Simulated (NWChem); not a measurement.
Molecule: Si2H5OF; SMILES [SiH2]([SiH2]O)F

```xyz
9

O      0.8191     2.0215    -0.3751
Si    -0.4062     1.1204     0.3240
Si    -0.4324    -1.1465    -0.3110
F      0.8422    -1.9385     0.3190
H      1.7229     1.7960    -0.1142
H     -1.6693     1.7360    -0.1605
H     -0.3802     1.2068     1.8167
H     -1.6785    -1.7916     0.1956
H     -0.3860    -1.3085    -1.7917
```
Atoms are numbered in this order, from 1.

Results from NWChem. The geometry was optimised at B3LYP/6-31G* (spherical d). B3LYP is NWChem's, with the RPA form of VWN correlation. Ions are spin-unrestricted doublets at the neutral geometry; other ion states weren't tried.

For level M06-2X/def2-SVPD:

```yaml
"−ε(HOMO) (eV)": 9.15
```

**Question.** How do the values read with level B3LYP/def2-SVPD instead?

**Answer.** The −ε(HOMO) (eV) comes out as 7.83.
